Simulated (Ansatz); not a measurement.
Ansatz results at the PBE0-D4/def2-TZVP geometry: LUMO energy (ωB97M-V/def2-TZVPP) 1.10 eV; HOMO–LUMO gap (PBE0/def2-TZVPP) 7.34 eV; HOMO–LUMO gap (PBE/def2-TZVPP) 5.32 eV.

Each molecule was computed in one conformer, which needn't be the lowest.

**Question.** Which molecule gave them?
A. `OB(F)[SiH2][SiH3]`
B. `[SiH3]C1=C[SiH2]O1`
C. `C=C1SC1C`
D. `B[SiH2]O[SiH2]F`

**Answer.** A. The others give `[SiH3]C1=C[SiH2]O1`: 1.33, 6.39, 4.25; `B[SiH2]O[SiH2]F`: -0.65, 5.61, 3.31; `C=C1SC1C`: 1.97, 6.38, 4.27.
